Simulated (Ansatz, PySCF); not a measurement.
CH₅ClFNSi, SMILES F[Si@](C)(Cl)N.

Geometry: r2SCAN-D4/def2-SVP. The structure was generated by enumeration; whether it is a known compound was not checked. The values are those of a single conformer.

Vertical ionisation energy (IE) and electron affinity (EA) in eV. Rows of orbital energies are one-electron estimates. Where ΔSCF, EOM or ADC give a negative EA the extra electron is unbound and the value depends on the basis.

| level | IE | EA |
|---|---|---|
| −ε(HOMO), −ε(LUMO), PBE0/def2-TZVP (PySCF) | 8.14 | -0.63 |
| −ε(HOMO), −ε(LUMO), PBE/def2-TZVP (PySCF) | 6.62 | 0.20 |
| ΔSCF, PBE0/def2-SVPD (Ansatz), final states of multiplicity 2 and 2 | 10.50 | -1.27 |
| ΔSCF, PBE/def2-SVPD (Ansatz), final states of multiplicity 2 and 2 | 10.13 | -1.07 |

What vertical singlet–triplet gap does ΔSCF give with PBE0/def2-SVPD (Ansatz, a quantum-chemistry and plane-wave program) and with PBE/def2-SVPD (Ansatz)? (The exact figures need the calculation; the answer reports its results.)

6.66 and 6.41 eV (triplet above singlet where positive).
